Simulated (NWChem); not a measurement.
All runs are NWChem calculations. System: bromine (Br2), charge 0, spin multiplicity 1, at a geometry optimised with PBE0/def2-SVP. Level: RHF/def2-TZVP.

Job file:

```
start mol
memory heap 200 mb stack 900 mb global 1100 mb
geometry units angstroms nocenter noautoz
  Br     0.000000     0.000000     1.149171
  Br     0.000000     0.000000    -1.149171
  symmetry group D2h
end
basis spherical
  * library def2-tzvp
end
scf
  rhf
  nopen 0
  maxiter 100
  thresh 1e-7
  semidirect memsize 60000000 filesize 0
end
task scf energy
```

Output (cleaned and shortened):

```
             Northwest Computational Chemistry Package (NWChem) 7.3.0
             --------------------------------------------------------

                                NWChem Input Module
                                -------------------

 Scaling coordinates for geometry "geometry" by  1.889725989
 (inverse scale =  0.529177249)

 Turning off AUTOSYM since
 SYMMETRY directive was detected!

                             Geometry "geometry" -> ""
                             -------------------------

 Output coordinates in angstroms (scale by  1.889725989 to convert to a.u.)

  No.       Tag          Charge          X              Y              Z
 ---- ---------------- ---------- -------------- -------------- --------------
    1 Br                  35.0000     0.00000000     0.00000000     1.14917100
    2 Br                  35.0000     0.00000000     0.00000000    -1.14917100

 Effective nuclear repulsion energy (a.u.)     282.0477239787

            Nuclear Dipole moment (a.u.)
            ----------------------------
        X                 Y               Z
 ---------------- ---------------- ----------------
     0.0000000000     0.0000000000     0.0000000000

      Symmetry information
      --------------------

 Group name             D2h
 Group number             26
 Group order               8
 No. of unique centers     1

      Symmetry unique atoms

     1


 Summary of "ao basis" -> "" (spherical)
 ------------------------------------------------------------------------------
       Tag                 Description            Shells   Functions and Types
 ---------------- ------------------------------  ------  ---------------------
 *                         def2-tzvp                  on all atoms

 Summary of "ao basis" -> "ao basis" (spherical)
 ------------------------------------------------------------------------------
       Tag                 Description            Shells   Functions and Types
 ---------------- ------------------------------  ------  ---------------------
 Br                        def2-tzvp                16       48   6s5p4d1f

                                 NWChem SCF Module
                                 -----------------

  ao basis        = "ao basis"
  functions       =    96
  atoms           =     2
  closed shells   =    35
  open shells     =     0
  charge          =   0.00
  wavefunction    = RHF
  use symmetry    = T
  symmetry adapt  = T

 Summary of "ao basis" -> "ao basis" (spherical)
 ------------------------------------------------------------------------------
       Tag                 Description            Shells   Functions and Types
 ---------------- ------------------------------  ------  ---------------------
 Br                        def2-tzvp                16       48   6s5p4d1f

      Symmetry analysis of basis
      --------------------------

        ag         21
        au          5
        b1g         5
        b1u        21
        b2g        11
        b2u        11
        b3g        11
        b3u        11

 Forming initial guess at       0.1s

      Superposition of Atomic Density Guess
      -------------------------------------

 Sum of atomic energies:       -5144.79800015

      Non-variational initial energy
      ------------------------------

 Total energy =   -5144.891163
 1-e energy   =   -7727.774134
 2-e energy   =    2300.835247
 HOMO         =      -0.326451
 LUMO         =      -0.131720

      Symmetry analysis of molecular orbitals - initial
[...]
    16 b3u        17 b3g        18 b2g        19 ag         20 b1u
    21 b2u        22 b3u        23 b3g        24 b2g        25 ag
    26 b1g        27 b1u        28 au         29 ag         30 b1u
    31 ag         32 b3u        33 b2u        34 b2g        35 b3g
    36 b1u        37 b1u        38 ag         39 b3u        40 b2u
    41 b3u        42 b2u        43 b3g        44 b2g        45 ag

             Final eigenvalues
             -----------------

              1
    1 -490.0676
    2 -490.0676
    3  -65.2089
    4  -65.2089
    5  -58.5647
    6  -58.5647
    7  -58.5623
    8  -58.5623
    9  -58.5623
   10  -58.5623
   11   -9.8815
   12   -9.8814
   13   -7.4954
   14   -7.4952
   15   -7.4849
   16   -7.4849
   17   -7.4849
   18   -7.4849
   19   -3.2398
   20   -3.2376
   21   -3.2342
   22   -3.2342
   23   -3.2335
   24   -3.2335
   25   -3.2207
   26   -3.2207
   27   -3.2207
   28   -3.2207
   29   -1.0997
   30   -0.9486
   31   -0.5326
   32   -0.5040
   33   -0.5040
   34   -0.4063
   35   -0.4063
   36    0.0019
   37    0.2972
   38    0.3018
   39    0.3402
   40    0.3402
   41    0.3721
   42    0.3721
   43    0.3913
   44    0.3913
   45    0.3926

                       ROHF Final Molecular Orbital Analysis
                       -------------------------------------

 Vector   33  Occ=2.000000D+00  E=-5.040358D-01  Symmetry=b2u
              MO Center=  6.0D-31,  2.0D-16,  4.9D-17, r^2= 2.5D+00
   Bfn.  Coefficient  Atom+Function         Bfn.  Coefficient  Atom+Function
  ----- ------------  ---------------      ----- ------------  ---------------
    17      0.382171  1 Br py                65      0.382171  2 Br py
    11     -0.244031  1 Br py                59     -0.244031  2 Br py
    14      0.214029  1 Br py                62      0.214029  2 Br py
    20      0.175158  1 Br py                68      0.175158  2 Br py

 Vector   34  Occ=2.000000D+00  E=-4.063405D-01  Symmetry=b2g
              MO Center= -1.1D-16, -5.9D-30, -9.1D-17, r^2= 3.0D+00
   Bfn.  Coefficient  Atom+Function         Bfn.  Coefficient  Atom+Function
  ----- ------------  ---------------      ----- ------------  ---------------
    16      0.409158  1 Br px                64     -0.409158  2 Br px
    10     -0.262403  1 Br px                58      0.262403  2 Br px
    19      0.249615  1 Br px                67     -0.249615  2 Br px
    13      0.237575  1 Br px                61     -0.237575  2 Br px

 Vector   35  Occ=2.000000D+00  E=-4.063405D-01  Symmetry=b3g
              MO Center= -1.1D-30, -1.1D-18,  2.0D-17, r^2= 3.0D+00
   Bfn.  Coefficient  Atom+Function         Bfn.  Coefficient  Atom+Function
  ----- ------------  ---------------      ----- ------------  ---------------
    17      0.409158  1 Br py                65     -0.409158  2 Br py
    11     -0.262403  1 Br py                59      0.262403  2 Br py
    20      0.249615  1 Br py                68     -0.249615  2 Br py
    14      0.237575  1 Br py                62     -0.237575  2 Br py

 Vector   36  Occ=0.000000D+00  E= 1.937012D-03  Symmetry=b1u
              MO Center= -3.8D-15, -3.4D-15,  2.4D-14, r^2= 4.2D+00
   Bfn.  Coefficient  Atom+Function         Bfn.  Coefficient  Atom+Function
  ----- ------------  ---------------      ----- ------------  ---------------
    21      0.573886  1 Br pz                69      0.573886  2 Br pz
     6     -0.387182  1 Br s                 54      0.387182  2 Br s
    18      0.354844  1 Br pz                66      0.354844  2 Br pz
    12     -0.238110  1 Br pz                60     -0.238110  2 Br pz
    15      0.218071  1 Br pz                63      0.218071  2 Br pz

 Vector   37  Occ=0.000000D+00  E= 2.972481D-01  Symmetry=b1u
              MO Center= -2.8D-15, -2.8D-15,  1.5D-13, r^2= 8.4D+00
   Bfn.  Coefficient  Atom+Function         Bfn.  Coefficient  Atom+Function
  ----- ------------  ---------------      ----- ------------  ---------------
    21      1.608812  1 Br pz                69      1.608812  2 Br pz
     6     -1.102157  1 Br s                 54      1.102157  2 Br s
    18     -0.569405  1 Br pz                66     -0.569405  2 Br pz
    39     -0.501505  1 Br d  0              87      0.501505  2 Br d  0
     5      0.169398  1 Br s                 53     -0.169398  2 Br s

 Vector   38  Occ=0.000000D+00  E= 3.017931D-01  Symmetry=ag
              MO Center=  2.0D-14, -1.4D-14, -1.9D-13, r^2= 5.9D+00
   Bfn.  Coefficient  Atom+Function         Bfn.  Coefficient  Atom+Function
  ----- ------------  ---------------      ----- ------------  ---------------
    21      0.859939  1 Br pz                69     -0.859939  2 Br pz
    18     -0.618394  1 Br pz                66      0.618394  2 Br pz
    39      0.283248  1 Br d  0              87      0.283248  2 Br d  0

 center of mass
 --------------
 x =   0.00000000 y =   0.00000000 z =   0.00000000

 moments of inertia (a.u.)
 ------------------
         753.760609686720           0.000000000000           0.000000000000
           0.000000000000         753.760609686720           0.000000000000
           0.000000000000           0.000000000000           0.000000000000

  Mulliken analysis of the total density
  --------------------------------------

    Atom       Charge   Shell Charges
 -----------   ------   -------------------------------------------------------
    1 Br  35    35.00   2.00  2.00  1.16  0.78  1.02  1.00  6.00  5.94  1.21  2.74  1.08  8.99  1.02  0.00  0.06  0.01
    2 Br  35    35.00   2.00  2.00  1.16  0.78  1.02  1.00  6.00  5.94  1.21  2.74  1.08  8.99  1.02  0.00  0.06  0.01

       Multipole analysis of the density wrt the origin
       ------------------------------------------------

     L   x y z        total         open         nuclear
     -   - - -        -----         ----         -------
     0   0 0 0     -0.000000      0.000000     70.000000

     1   1 0 0      0.000000      0.000000      0.000000
     1   0 1 0      0.000000      0.000000      0.000000
     1   0 0 1     -0.000000      0.000000      0.000000

     2   2 0 0    -27.795168      0.000000      0.000000
     2   1 1 0     -0.000000      0.000000      0.000000
     2   1 0 1     -0.000000      0.000000      0.000000
     2   0 2 0    -27.795168      0.000000      0.000000
     2   0 1 1      0.000000      0.000000      0.000000
     2   0 0 2    -23.963184      0.000000    330.114824

 Task  times  cpu:        2.3s     wall:        2.3s

 Total times  cpu:        2.3s     wall:        2.3s
```
